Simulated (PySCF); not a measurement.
PySCF job for C3H6BFO2, SMILES OB(C1(F)CC1)O, TDA-PBE0/def2-SVPD. Geometry optimised at B3LYP-D3(BJ)/def2-SVP. The structure was generated by enumeration, and PubChem lists no compound with its InChIKey, so it may never have been made. The values are those of a single conformer.

```python
import numpy as np
from pyscf import gto, scf, dft, tdscf

mol = gto.M(
    atom='''
    O     1.41987047   -1.41549708    0.00000000
    B     0.12254715   -1.00884717    0.00000000
    O    -0.89324299   -1.91461243   -0.00000000
    C    -0.19504652    0.52640735    0.00000000
    F    -1.56952684    0.76821852   -0.00000000
    C     0.63041854    1.53693463    0.75201198
    C     0.63041855    1.53693464   -0.75201197
    H     1.50033581   -2.37857582    0.00000000
    H    -1.74978341   -1.46341828   -0.00000001
    H     0.06488789    2.32831240    1.25127273
    H     1.51245721    1.17742746    1.28845452
    H     0.06488789    2.32831240   -1.25127272
    H     1.51245722    1.17742747   -1.28845452
    ''',
    basis='def2-SVPD',
    charge=0,
    spin=0,
    symmetry=True,
    max_memory=1600,
    verbose=4,
)
mf = dft.RKS(mol, xc='pbe0').density_fit(auxbasis='def2-universal-jkfit')
mf.grids.level = 3
mf.conv_tol = 1e-9
mf.max_cycle = 100
mf.kernel()
mf.grids = dft.Grids(mol).set(level=1).build(with_non0tab=True)  # coarser grid for the response kernel
td = tdscf.TDA(mf)
td.singlet = True
td.nstates = 10
td.conv_tol = 1e-4
td.positive_eig_threshold = 1e-6
td.kernel(x0=td.get_init_guess(mf, 15))
td.analyze()
tt = tdscf.TDA(mf)
tt.singlet = False
tt.nstates = 4
tt.conv_tol = 1e-4
tt.positive_eig_threshold = 1e-6
tt.kernel(x0=tt.get_init_guess(mf, 9))
tt.analyze(verbose=3)
```

Output:

```
PySCF version 2.14.0

[INPUT] verbose = 4
[INPUT] num. atoms = 13
[INPUT] num. electrons = 54
[INPUT] charge = 0
[INPUT] spin (= nelec alpha-beta = 2S) = 0
[INPUT] symmetry True subgroup None
[INPUT] Mole.unit = angstrom
[INPUT] Symbol           X                Y                Z      unit          X                Y                Z       unit  Magmom
[INPUT]  1 O      1.419870470000  -1.415497080000   0.000000000000 AA    2.683166320657  -2.674901811322   0.000000000000 Bohr   0.0
[INPUT]  2 B      0.122547150000  -1.008847170000   0.000000000000 AA    0.231580550846  -1.906444852843   0.000000000000 Bohr   0.0
[INPUT]  3 O     -0.893242990000  -1.914612430000   0.000000000000 AA   -1.687984613788  -3.618093127388   0.000000000000 Bohr   0.0
[INPUT]  4 C     -0.195046520000   0.526407350000   0.000000000000 AA   -0.368584504350   0.994765721458   0.000000000000 Bohr   0.0
[INPUT]  5 F     -1.569526840000   0.768218520000   0.000000000000 AA   -2.965975872754   1.451722606619   0.000000000000 Bohr   0.0
[INPUT]  6 C      0.630418540000   1.536934630000   0.752011980000 AA    1.191318384448   2.904385522060   1.421096684592 Bohr   0.0
[INPUT]  7 C      0.630418550000   1.536934640000  -0.752011970000 AA    1.191318403345   2.904385540957  -1.421096665695 Bohr   0.0
[INPUT]  8 H      1.500335810000  -2.378575820000   0.000000000000 AA    2.835223775777  -4.494856866313   0.000000000000 Bohr   0.0
[INPUT]  9 H     -1.749783410000  -1.463418280000  -0.000000010000 AA   -3.306611422208  -2.765459754882  -0.000000018897 Bohr   0.0
[INPUT] 10 H      0.064887890000   2.328312400000   1.251272730000 AA    0.122620340901   4.399872768429   2.364562766837 Bohr   0.0
[INPUT] 11 H      1.512457210000   1.177427460000   1.288454520000 AA    2.858129902024   2.225015430942   2.434826166758 Bohr   0.0
[INPUT] 12 H      0.064887890000   2.328312400000  -1.251272720000 AA    0.122620340901   4.399872768429  -2.364562747940 Bohr   0.0
[INPUT] 13 H      1.512457220000   1.177427470000  -1.288454520000 AA    2.858129920921   2.225015449840  -2.434826166758 Bohr   0.0

nuclear repulsion = 299.581335557064
point group symmetry = Cs
symmetry origin: [2.09969568e-09 3.49949298e-09 2.09969569e-09]
symmetry axis x: [ 1.00000000e+00 -1.64830744e-09 -4.38119293e-11]
symmetry axis y: [-1.64830744e-09 -1.00000000e+00 -7.67810292e-10]
symmetry axis z: [ 4.3811928e-11 -7.6781029e-10  1.0000000e+00]
num. orbitals of irrep A' = 124
num. orbitals of irrep A" = 73
number of shells = 83
number of NR pGTOs = 279
number of NR cGTOs = 197
basis = def2-SVPD
ecp = {}


[settings echo left out]
init E= -393.30554132292
HOMO (A") = -0.331599715906679  LUMO (A") = -0.0444222482238645  gap/eV = 7.81450
cycle= 1 E= -392.329935281347  delta_E= 0.976  |g|= 0.87  |ddm|= 5.03
HOMO (A") = -0.216139135574786  LUMO (A') = 0.0178731647737633  gap/eV = 6.36780
cycle= 2 E= -392.181311493618  delta_E= 0.149  |g|= 1.26  |ddm|= 2.04
HOMO (A") = -0.293867859068284  LUMO (A') = 0.00334104167867899  gap/eV = 8.08747
cycle= 3 E= -392.469877936774  delta_E= -0.289  |g|= 0.0759  |ddm|= 1.15
HOMO (A") = -0.310006525445093  LUMO (A') = 0.00361264423201391  gap/eV = 8.53401
cycle= 4 E= -392.470990811699  delta_E= -0.00111  |g|= 0.0326  |ddm|= 0.157
HOMO (A") = -0.304149020604209  LUMO (A') = 0.00422373602304926  gap/eV = 8.39125
cycle= 5 E= -392.47124759037  delta_E= -0.000257  |g|= 0.00742  |ddm|= 0.056
HOMO (A") = -0.304488137714265  LUMO (A') = 0.00417877840558978  gap/eV = 8.39925
cycle= 6 E= -392.471256948517  delta_E= -9.36e-06  |g|= 0.00333  |ddm|= 0.0106
HOMO (A") = -0.30458156439257  LUMO (A') = 0.00414581903143496  gap/eV = 8.40090
cycle= 7 E= -392.471258838749  delta_E= -1.89e-06  |g|= 0.000675  |ddm|= 0.00346
HOMO (A") = -0.304540189653224  LUMO (A') = 0.0041329267284631  gap/eV = 8.39942
cycle= 8 E= -392.471258930473  delta_E= -9.17e-08  |g|= 0.000153  |ddm|= 0.00107
HOMO (A") = -0.304542841331094  LUMO (A') = 0.00413485761440757  gap/eV = 8.39955
cycle= 9 E= -392.471258935405  delta_E= -4.93e-09  |g|= 5.47e-05  |ddm|= 0.000278
HOMO (A") = -0.304544785366224  LUMO (A') = 0.00413491538595379  gap/eV = 8.39960
cycle= 10 E= -392.471258935924  delta_E= -5.19e-10  |g|= 1.12e-05  |ddm|= 7.25e-05
HOMO (A") = -0.304544494160769  LUMO (A') = 0.00413464746306991  gap/eV = 8.39959
Extra cycle  E= -392.471258935907  delta_E= 1.66e-11  |g|= 1.56e-05  |ddm|= 3e-05
converged SCF energy = -392.471258935907
tot grids = 51216
Overwritten attributes  positive_eig_threshold  of <class 'pyscf.tdscf.rks.TDA'>


******** <class 'pyscf.tdscf.rks.TDA'> for <class 'pyscf.df.df_jk.DFSymAdaptedRKS'> ********
nstates = 10 singlet
deg_eia_thresh = 1.000e-03
wfnsym = None
conv_tol = 0.0001
eigh lindep = 1e-12
eigh level_shift = 0
eigh max_cycle = 100


Excitation energies (eV)
[7.37341051 7.53776965 7.95261742 8.06590715 8.11250986 8.32338823
 8.32936292 8.42988799 8.57427747 8.75914851]

** Singlet excitation energies and oscillator strengths **
Excited State   1:   A"      7.37341 eV    168.15 nm  f=0.0043
      27 -> 28       -0.68948
      27 -> 30        0.12079
Excited State   2:   A'      7.53777 eV    164.48 nm  f=0.0119
      26 -> 28        0.69115
      26 -> 30       -0.10155
Excited State   3:   A"      7.95262 eV    155.90 nm  f=0.0007
      26 -> 29       -0.67930
      27 -> 30        0.13414
Excited State   4:   A'      8.06591 eV    153.71 nm  f=0.1802
      26 -> 30        0.11473
      26 -> 33        0.10171
      27 -> 29       -0.67379
Excited State   5:   A"      8.11251 eV    152.83 nm  f=0.0051
      25 -> 28       -0.18181
      26 -> 29        0.14702
      27 -> 28        0.11160
      27 -> 30        0.60615
      27 -> 31       -0.16477
      27 -> 33        0.14731
Excited State   6:   A"      8.32339 eV    148.96 nm  f=0.0029
      25 -> 28        0.64720
      27 -> 30        0.10737
      27 -> 31       -0.21786
Excited State   7:   A'      8.32936 eV    148.85 nm  f=0.0079
      26 -> 28       -0.10985
      26 -> 30       -0.63241
      26 -> 31        0.15472
      26 -> 33       -0.15181
      27 -> 29       -0.15285
Excited State   8:   A"      8.42989 eV    147.08 nm  f=0.0122
      25 -> 28       -0.18042
      27 -> 30       -0.22260
      27 -> 31       -0.63130
Excited State   9:   A'      8.57428 eV    144.60 nm  f=0.0491
      26 -> 30       -0.18288
      26 -> 31       -0.65721
      27 -> 32        0.13258
Excited State  10:   A"      8.75915 eV    141.55 nm  f=0.0015
      27 -> 30        0.15380
      27 -> 31       -0.14510
      27 -> 33       -0.65987

** Transition electric dipole moments (AU) **
state          X           Y           Z        Dip. S.      Osc.
  1         0.0000      0.0000      0.1543      0.0238      0.0043
  2        -0.0227      0.2528      0.0000      0.0644      0.0119
  3         0.0000      0.0000      0.0585      0.0034      0.0007
  4         0.2202      0.9292      0.0000      0.9120      0.1802
  5         0.0000     -0.0000     -0.1609      0.0259      0.0051
  6         0.0000      0.0000     -0.1184      0.0140      0.0029
  7         0.1033      0.1679     -0.0000      0.0389      0.0079
  8         0.0000      0.0000     -0.2431      0.0591      0.0122
  9        -0.0623     -0.4795      0.0000      0.2338      0.0491
 10         0.0000      0.0000     -0.0847      0.0072      0.0015

** Transition velocity dipole moments (imaginary part, AU) **
state          X           Y           Z        Dip. S.      Osc.
  1        -0.0000     -0.0000      0.0510      0.0026      0.0064
  2        -0.0042      0.0609     -0.0000      0.0037      0.0090
  3        -0.0000     -0.0000     -0.0735      0.0054      0.0123
  4         0.0491      0.1843     -0.0000      0.0364      0.0818
  5         0.0000      0.0000      0.0112      0.0001      0.0003
  6         0.0000      0.0000     -0.0201      0.0004      0.0009
  7         0.0278      0.0342      0.0000      0.0019      0.0042
  8         0.0000      0.0000     -0.0799      0.0064      0.0137
  9        -0.0292     -0.1560     -0.0000      0.0252      0.0533
 10         0.0000      0.0000     -0.0497      0.0025      0.0051

** Transition magnetic dipole moments (imaginary part, AU) **
state          X           Y           Z
  1         0.1293     -0.3557     -0.0000
  2         0.0000      0.0000     -0.1067
  3        -0.2102     -0.2319      0.0000
  4        -0.0000      0.0000      0.0797
  5        -0.1103     -0.6312     -0.0000
  6        -0.0189      0.5741     -0.0000
  7         0.0000     -0.0000     -0.2482
  8         0.0041      0.2116     -0.0000
  9        -0.0000     -0.0000     -0.2667
 10         0.1595      0.2484      0.0000


******** <class 'pyscf.tdscf.rks.TDA'> for <class 'pyscf.df.df_jk.DFSymAdaptedRKS'> ********
nstates = 4 triplet
deg_eia_thresh = 1.000e-03
wfnsym = None
conv_tol = 0.0001
eigh lindep = 1e-12
eigh level_shift = 0
eigh max_cycle = 100


Excitation energies (eV)
[7.24948311 7.25457996 7.28210913 7.43610632]

** Triplet excitation energies and oscillator strengths **
Excited State   1:   A'      7.24948 eV    171.02 nm  f=0.0000
Excited State   2:   A"      7.25458 eV    170.90 nm  f=0.0000
Excited State   3:   A"      7.28211 eV    170.26 nm  f=0.0000
Excited State   4:   A'      7.43611 eV    166.73 nm  f=0.0000
```

Self-consistency was reached.
